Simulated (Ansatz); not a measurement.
`[CH3][Ta](=[S])([Cl])[Cl]`, charge 0, multiplicity 1.

Task: Give a relaxed structure at PBE0-D4/def2-TZVP (the Gaussian-basis code of Ansatz). (Best estimate.)

Result: Ansatz gave: 
Z-matrix (Å, degrees):
```
C
Ta 1 2.123
H 1 1.097 2 109.1
H 1 1.094 2 110.8 3 120.1
H 1 1.094 2 110.8 3 -120.1
S 2 2.143 1 103.6 3 -180.0
Cl 2 2.281 1 106.9 3 -62.5
Cl 2 2.281 1 106.9 3 62.6
```
Point group Cs.
